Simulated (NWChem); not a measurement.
Molecule: C₃H₄F₂; SMILES FC1(F)CC1

```xyz
9

F      0.0000    -1.0949     0.9480
C      0.0000     0.0000     0.1775
F      0.0000     1.0949     0.9480
C     -0.7671     0.0000    -1.0810
C      0.7671     0.0000    -1.0810
H     -1.2748     0.9258    -1.3626
H     -1.2748    -0.9258    -1.3626
H      1.2748     0.9258    -1.3626
H      1.2748    -0.9258    -1.3626
```
Atoms are numbered in this order, from 1.

Level: PBE0/def2-SVP (NWChem), optimised geometry, unscaled harmonic frequencies. 

List the harmonic frequencies with IR intensities, and the thermochemistry.


```csv
frequency (cm⁻¹),IR intensity (km/mol)
333,0.0
354,1.0
484,10.5
548,3.2
752,16.2
759,0.8
868,0.0
955,34.3
1010,0.7
1045,39.4
1046,43.8
1118,47.1
1171,0.0
1351,163.6
1376,48.8
1406,7.3
1547,184.4
3162,1.3
3164,0.7
3267,0.0
3274,0.0
```

The zero-point energy comes out as 41.4 kcal/mol, the thermal correction to the enthalpy at 298.15 K (with zero-point energy) comes out as 44.8 kcal/mol and the heat capacity Cv is 15.9 cal/(mol K). The entropy at 298.15 K and 1 atm (symmetry number 2) comes out as 67.4 cal/(mol K) and the dipole moment is 1.98 D.

Rigid rotor and harmonic oscillator.
